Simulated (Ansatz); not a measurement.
Reaction (formal exchange of groups at the Si–Al bond): `[SiH3][Al]1[CH2][SiH2]1` + `FCSS` → `FCS[SiH3]` + `[SH][Al]1[CH2][SiH2]1`

Isolated molecules relaxed with PBE0-D4/def2-TZVP in Ansatz; ΔE leaves out vibrations. CCSD(T)/CBS adds triple-zeta CCSD(T) − MP2 to the extrapolated MP2 energy (def2 sets, frozen cores). DFT in def2-TZVPP. Each species was taken in one conformer, which may not be the lowest.

`[SiH3][Al]1[CH2][SiH2]1`:

Cartesian coordinates in Å:
```
Si -1.829 0.681 1.773
Al -0.156 -0.156 0.198
C 0.924 0.416 -1.337
Si 1.461 -1.383 -0.958
H -1.122 1.315 2.922
H -2.706 1.709 1.146
H -2.689 -0.410 2.305
H 0.312 0.480 -2.245
H 1.675 1.205 -1.357
H 1.293 -2.382 -2.049
H 2.837 -1.475 -0.397
```

`FCSS`:

Cartesian coordinates in Å:
```
F 0.104 -1.527 0.579
C 0.227 -0.201 0.910
S -0.923 0.844 0.023
S -0.064 0.984 -1.823
H -0.016 -0.079 1.971
H 1.251 0.114 0.705
H -0.579 -0.136 -2.365
```

`FCS[SiH3]`:

Cartesian coordinates in Å:
```
F 0.201 0.281 2.069
C 0.971 -0.347 1.121
S -0.009 -1.329 -0.029
Si -0.935 0.248 -1.139
H 1.541 0.415 0.586
H 1.645 -1.042 1.625
H -1.518 -0.399 -2.340
H -2.002 0.934 -0.370
H 0.105 1.239 -1.524
```

`[SH][Al]1[CH2][SiH2]1`:

```xyz
9

S    -1.070   -1.134    2.744
Al   -0.415   -0.298    0.848
C     1.055   -0.438   -0.415
Si   -0.148    0.903   -1.119
H    -2.226   -0.447    2.733
H     2.097   -0.159   -0.258
H     1.017   -1.362   -1.003
H     0.413    2.281   -1.062
H    -0.723    0.655   -2.469
```

CCSD(T)/CBS gives -43.8 kcal/mol.

(1) Another level gave -42.7 kcal/mol. Which?
A. MP2/def2-TZVPP
B. ωB97M-V/def2-TZVPP
C. B97M-V/def2-TZVPP
D. BLYP-D4/def2-TZVPP

Largest T1 diagnostic among the species: 0.014.

Results:

(1) C. B97M-V -42.7, ωB97M-V -44.1, BLYP-D4 -39.9, MP2/def2-TZVPP -47.1 kcal/mol.

From PBE to PBE0 (25 % exact exchange), in def2-TZVPP and without D4, ΔE moves by −2.3 kcal/mol. At CCSD(T), def2-SVP lies −3.0 kcal/mol from the extrapolated value and def2-TZVPP −0.3 kcal/mol.
